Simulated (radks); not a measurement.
Co5+, configuration [Ar] 3d4.

Calculated with a radial shooting solver on a logarithmic mesh with Libxc functionals: scalar-relativistic Kohn-Sham, r2SCAN, spin-polarised, spherical densities, finite nucleus; open shells are filled with parallel spins first; meta-GGA in the generalised Kohn-Sham scheme; Fermi nuclear charge, rms radius 3.7875 fm.

Energy parts (hartree):
part                       energy
total                 -1386.48965
kinetic                1404.70547
electron-nucleus      -3250.58460
Hartree                 516.58743
exchange-correlation    -57.19795

Orbitals (lengths in bohr, moments of r in powers of bohr):
\begin{tabular}{lrrr}
orbital & occ. & eigenvalue (hartree) & <r> \\ \hline
1s up & 1 & -283.2249 & 0.05620 \\
1s down & 1 & -283.2259 & 0.05620 \\
2s up & 1 & -36.76544 & 0.2552 \\
2s down & 1 & -36.63000 & 0.2545 \\
2p up & 3 & -31.89535 & 0.2251 \\
2p down & 3 & -31.79279 & 0.2244 \\
3s up & 1 & -7.09815 & 0.7483 \\
3s down & 1 & -6.82739 & 0.7539 \\
3p up & 3 & -5.66143 & 0.7736 \\
3p down & 3 & -5.39100 & 0.7811 \\
3d up & 4 & -3.37782 & 0.8201 \\
3d down & 0 & -3.09689 & 0.8367 \\
\end{tabular}

The highest occupied level is 3d up at -91.915 eV. For comparison, the ionisation energy in NIST's Atomic Spectra Database is 102.0 eV (semi-empirical). In exact Kohn-Sham theory the highest level is minus the ionisation energy, but local and semilocal functionals leave it too shallow, through self-interaction and a potential that decays too fast; potentials with the right tail come closer. Spin moment in Bohr magnetons: 4. The spin density at the nucleus is -1.029 e/bohr^3 (1s 0.029, 2s -4.040, 3s 2.982). The density falls to 0.001 e/bohr^3 at r = 2.28 bohr. The electron density at the nucleus is 1.736e+04 e/bohr^3 (large components only).
